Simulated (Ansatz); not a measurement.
Ideal-gas functions of GaH₅SSi (`[SiH3][GaH][SH]`) at 400 K and 1 bar, from an Ansatz frequency run at PBE0-D4/def2-TZVP.

Molar mass 134.92 g/mol, point group Cs (symmetry number 1), electronic degeneracy 1, moments of inertia 59.691, 260.22, 314.062 u Å². Harmonic wavenumbers (cm⁻¹, unscaled): 41, 92, 271, 325, 410, 434, 461, 503, 577, 728, 862, 935, 938, 1981, 2207, 2218, 2221, 2716.

Use S(trans) = R[1.5 ln M + 2.5 ln T − 1.1517]; rotational temperatures θ = 24.2544 K / I; S(rot) = R[ln(√π/σ · √(T³/θAθBθC)) + 1.5]; for each mode x = 1.438777 ν̃/T, S = R[x/(eˣ − 1) − ln(1 − e⁻ˣ)] and H = RT x/(eˣ − 1); 1 cm⁻¹ = 0.0119627 kJ/mol; R = 8.31446 J/(mol·K).

**Question.** By hand: the entropy, in J/(mol·K).

**Answer.** Translation 176.1. Rotation: θ = 0.4063, 0.0932, 0.0772 K, giving 116.2. Vibration, mode by mode: 24.24, 17.55, 8.85, 7.47, 5.80, 5.41, 5.00, 4.43, 3.59, 2.34, 1.60, 1.30, 1.28, 0.05, 0.03, 0.03, 0.03, 0.01, in all 89.0. Electronic 0.0. Sum 381.3 J/(mol·K).

**Question.** By hand: H − E and G − E in kJ/mol, counted from the electronic energy.

**Answer.** Zero-point energy ½ × 17920 × 0.0119627 = 107.2; thermal vibration 17.9; translation, rotation and pV give 4 RT = 13.3. H − E = 138.4 kJ/mol, and G − E = 138.4 − 400 × 381.3/1000 = -14.1 kJ/mol.

Vibration gives 23 % of the entropy, 41.8 J/(mol·K) of it from the modes under 150 cm⁻¹: soft modes count most, and the harmonic formula is weakest for them. The sum counts one conformer and one mirror image; others add a mixing term.
